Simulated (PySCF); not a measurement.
B(Me)2(OMe) (C₃H₉BO), SMILES COB(C)C.

Coordinates come from a PBE-D3(BJ)/def2-SVP optimisation. The values are those of a single conformer.

These are PBE-D3(BJ)/def2-SVP in PySCF values and carry that method's errors.

Frequencies are harmonic and unscaled.

```csv
mode,ν (cm⁻¹),IR (km/mol),moving atoms (share of kinetic energy)
1,71,0.0,H 95 %
2,100,0.2,H 99 %
3,116,2.9,H 89 %
4,199,3.0,"O 40 %, H 37 %, C 20 %"
5,241,2.4,"C 56 %, H 34 %"
6,295,0.1,"H 43 %, C 40 %, O 10 %"
7,404,0.7,"H 49 %, B 39 %, O 12 %"
8,451,3.7,"C 37 %, O 28 %, H 28 %"
9,679,0.8,"C 58 %, H 27 %, O 15 %"
10,681,0.0,"H 81 %, C 19 %"
11,792,1.2,"H 68 %, C 30 %"
12,833,4.8,"H 58 %, C 29 %, O 12 %"
13,918,28.0,"H 41 %, B 38 %, C 21 %"
14,1052,18.6,"C 39 %, O 35 %, H 15 %, B 11 %"
15,1123,43.0,"H 50 %, B 43 %"
16,1128,0.2,"H 75 %, C 20 %"
17,1155,8.8,"H 66 %, C 17 %, B 13 %"
18,1246,19.4,"H 71 %, C 21 %"
19,1289,163.6,"H 48 %, C 31 %, B 20 %"
20,1329,280.8,"H 40 %, B 29 %, O 17 %, C 14 %"
21,1384,11.6,H 91 %
22,1386,2.5,H 95 %
23,1389,34.4,H 87 %
24,1393,3.6,H 96 %
25,1414,3.9,H 96 %
26,1426,9.4,H 97 %
27,1447,66.4,"H 65 %, B 18 %, O 12 %"
28,2941,51.5,H 97 %
29,2958,2.7,H 97 %
30,2961,1.7,H 97 %
31,3020,33.5,"H 90 %, C 10 %"
32,3028,3.5,"H 91 %, C 9 %"
33,3032,8.7,"H 91 %, C 9 %"
34,3057,25.8,"H 91 %, C 9 %"
35,3075,12.7,"H 91 %, C 9 %"
36,3080,16.6,"H 91 %, C 9 %"
```
